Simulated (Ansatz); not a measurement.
`C[CH2][Al]([F])[SiH3]` + `[OH][Sn][OH]` → `[OH][Al]([F])[SiH3]` + `C[CH2][Sn][OH]`  (redistribution)

Gas-phase electronic energies from Ansatz, PBE0-D4/def2-TZVP geometries. CBS: MP2 limit from def2 TZ/QZ plus the TZ coupled-cluster correction, frozen cores. Elements past krypton have def2 core potentials. For Sn outer-core shells are correlated without core-valence functions, which leaves a few kJ/mol of doubt a bond. One conformer a species, not always the lowest.

```csv
level,ΔE (kJ/mol)
CCSD(T)/def2-TZVPP,-47.8
SCS-MP2/def2-QZVPP,-43.8
```

(1) What does CCSD(T)/CBS give? (Best estimate.)

Largest T1 diagnostic among the species: 0.018.

## Answers

(1) Computed: -41.9 kJ/mol. The listed levels differ from it by -5.9, -1.9 kJ/mol.

From PBE to PBE0 (25 % exact exchange), in def2-TZVPP and without D4, ΔE moves by −6.0 kJ/mol.
